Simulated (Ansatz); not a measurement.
Program: Ansatz. Geometries: PBE0-D4/def2-TZVP. ΔE: electronic, gas phase. CBS: MP2 limit from def2 TZ/QZ plus the TZ coupled-cluster correction, frozen cores. This one scheme is used for every species. DFT in def2-TZVPP. B3LYP here is the variant with VWN-RPA as its local correlation; programs differ in this. Each species was taken in one conformer, which may not be the lowest.

`C[Si](O)(O)Cl` + H₂ → `C[SiH](O)O` + HCl  (hydrogenolysis of the Si–Cl bond)

| level | ΔE (kcal/mol) | difference from CCSD(T)/CBS |
| --- | --- | --- |
| LDA (SPW92) | 23.5 | -0.1 |
| B97M-V | 24.4 | 0.8 |
| B3LYP-D4 | 23.7 | 0.1 |
| BLYP | 20.8 | -2.8 |
| r2SCAN | 25.1 | 1.5 |
| B3LYP | 21.3 | -2.3 |
| r2SCAN0 | 24.6 | 1.0 |
| LC-ωPBE | 22.3 | -1.3 |
| CCSD/def2-TZVPP | 21.5 | -2.1 |
| MP2/CBS(def2) | 25.8 | 2.2 |
| CCSD(T)/CBS | 23.6 | 0 |

Largest T1 diagnostic among the species: 0.011.

In def2-TZVPP, CCSD(T) changes the Hartree–Fock value by +2.0 kcal/mol (the triples alone add +0.9 kcal/mol) and MP2 by +4.2 kcal/mol. The D4 term adds +2.5 kcal/mol with B3LYP and +1.3 kcal/mol with PBE0; it sums over pairs of atoms, weighted by their polarisabilities, and B3LYP, whose exchange is more repulsive, gets the larger term. Leaving LDA and LC-ωPBE aside and taking each functional with its dispersion term where it has one, the values, not all of them listed here, spread over 2.9 kcal/mol, from B2PLYP to r2SCAN-D4. LDA lies +1.1 kcal/mol from PBE without D4.

CCSD(T)/CBS has its own doubt, a few kJ/mol and more with outer-core shells, so smaller differences from it don't rank the levels.
